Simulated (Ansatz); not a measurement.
ClGeH₅O₂Si, SMILES `[OH][GeH2][SiH](O)Cl` at its PBE0-D4/def2-TZVP geometry, where that method's forces vanish. Total charge 0; spin multiplicity 1.

```xyz
10

O     0.7927    0.4565    1.5056
Ge   -0.4532    1.0464    0.3377
Si   -0.3120   -0.8907   -1.0492
O     0.5408   -1.9342   -0.1279
Cl    0.6763   -0.3969   -2.7862
H     1.0592    1.0951    2.1694
H     0.0218    2.3792   -0.2726
H    -1.7756    1.2838    1.0974
H    -1.5765   -1.5327   -1.4642
H     1.0263   -1.5064    0.5901
```

Problem. What forces (eV/Å) does r2SCAN-D4/def2-TZVPP give on these atoms in the Gaussian-basis code of Ansatz? (Estimate.)

Solution. The calculation gave: 
```
O1   0.053 -0.095  0.011
Ge2 -0.084  0.041 -0.066
Si3 -0.088  0.049  0.009
O4   0.030 -0.039  0.042
Cl5  0.036  0.011 -0.063
H6  -0.001  0.055  0.026
H7  -0.014 -0.031  0.028
H8   0.039  0.006 -0.010
H9   0.022  0.004  0.011
H10  0.007 -0.002  0.012
```
